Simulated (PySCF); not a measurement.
A calculation to check before its numbers are used.

A TDDFT job on [C4H12GaSi]-, SMILES `C=C[Si@@H](C)[CH2][GaH3-]` (charge -1). Computed with TDDFT BHandHLYP/def2-SVPD, vertical, gas phase, core orbitals frozen in the response (PySCF 2.14.0, density-fitted response routines).

Driver input (Å, PBE0-D3(BJ)/def2-SVP geometry):

```
{"job": {"kind": "uv", "xc": "BHandHLYP", "basis": "def2-SVPD", "ip": true}, "charge": -1, "multiplicity": 1}
C     -2.4417     1.1579     0.2590
C     -1.2076     0.8168     0.6485
Si    -0.2066    -0.6558     0.0157
C     -1.2501    -1.4859    -1.3463
C      1.4826    -0.1238    -0.4939
Ga     2.6244     0.6534     1.0495
H     -2.9594     2.0438     0.6505
H     -3.0009     0.5693    -0.4796
H     -0.6983     1.4600     1.3802
H     -0.1473    -1.6602     1.1393
H     -0.7290    -2.3771    -1.7326
H     -2.2403    -1.8051    -0.9799
H     -1.4026    -0.7954    -2.1925
H      2.0401    -0.9820    -0.9102
H      1.4062     0.6415    -1.2872
H      2.9784    -0.5463     2.0774
H      3.9718     1.2732     0.3964
H      1.7805     1.8157     1.8059
```

Output:

```
coarse grid: 64216 points
cycle   1  E = -2373.3593286397  dE = -4.559e-01  |g| = 5.145e-01  |ddm| = 5.170e+00
cycle   2  E = -2373.3871333237  dE = -2.780e-02  |g| = 4.444e-01  |ddm| = 1.359e+00
cycle   3  E = -2373.4316495908  dE = -4.452e-02  |g| = 6.196e-02  |ddm| = 6.689e-01
cycle   4  E = -2373.4325357296  dE = -8.861e-04  |g| = 3.034e-02  |ddm| = 1.194e-01
cycle   5  E = -2373.4327725801  dE = -2.369e-04  |g| = 5.999e-03  |ddm| = 5.443e-02
cycle   6  E = -2373.4327837439  dE = -1.116e-05  |g| = 2.055e-03  |ddm| = 1.271e-02
cycle   7  E = -2373.4327847659  dE = -1.022e-06  |g| = 4.712e-04  |ddm| = 3.388e-03
final grid: 134512 points
cycle   8  E = -2373.4327724916  dE = -1.481e-07  |g| = 3.778e-04  |ddm| = 8.114e-03
cycle   9  E = -2373.4327725048  dE = -1.323e-08  |g| = 3.328e-04  |ddm| = 1.282e-03
cycle  10  E = -2373.4327725337  dE = -2.889e-08  |g| = 2.276e-05  |ddm| = 4.762e-04
cycle  11  E = -2373.4327725340  dE = -2.406e-10  |g| = 1.784e-05  |ddm| = 1.033e-04
converged SCF energy = -2373.4327725340

Static polarisability (au): isotropic 124.864, principal 104.058 119.680 150.854

Singlet excitations
state   eV       nm        f      main configurations
  1   5.6047    221.2   0.05578   H->L 0.65, H->L+1 0.16, H-1->L 0.09
  2   5.9454    208.5   0.01205   H-2->L 0.30, H-1->L 0.20, H-2->L+1 0.12
  3   6.0258    205.8   0.08896   H-1->L+2 0.32, H-2->L 0.22, H->L+2 0.18
  4   6.0916    203.5   0.01164   H->L+1 0.60
  5   6.1307    202.2   0.12807   H-2->L+2 0.42, H->L+2 0.15, H-1->L+1 0.09
  6   6.2248    199.2   0.05891   H-2->L+2 0.31, H->L+2 0.19, H-2->L+1 0.13
  7   6.2778    197.5   0.07357   H-1->L+2 0.38, H->L+2 0.36
  8   6.5310    189.8   0.00210   H-1->L+1 0.17, H-2->L 0.14, H-2->L+1 0.13
  9   6.6521    186.4   0.04028   H-2->L+1 0.36, H-4->L+1 0.09
 10   6.6745    185.8   0.07069   H->L+3 0.26, H->L+5 0.20, H-2->L+1 0.11

Triplet excitations (Tamm-Dancoff, eV): 4.1047 5.4684 5.7750 5.8509
Vertical ionisation energy (delta-SCF) = 4.2636 eV
```

The SCF starts on a coarse grid; the energy jumps when the final grid takes over, and dE counts afresh there.

Frontier levels of this run: HOMO -3.63 eV, LUMO 3.87 eV.

Problem. Which diagnosis fits best?
A. excited states above electron detachment
B. response equations not converged
C. unstable closed-shell reference
D. SCF not converged

Solution. A. The lowest singlet lies at 5.60 eV, while the vertical detachment energy by ΔSCF is 4.26 eV. States above that threshold can lose an electron: they are at best resonances in the continuum, which a finite basis only mimics, so their energies depend on the basis.

Problem. How can it be mended?

Solution. Don't read them as bound-state absorption lines; add a counter-ion or a solvent model, or treat the states as resonances.

On an Arm Neoverse N1 with one thread, on a shared host, this took 9.7 min.
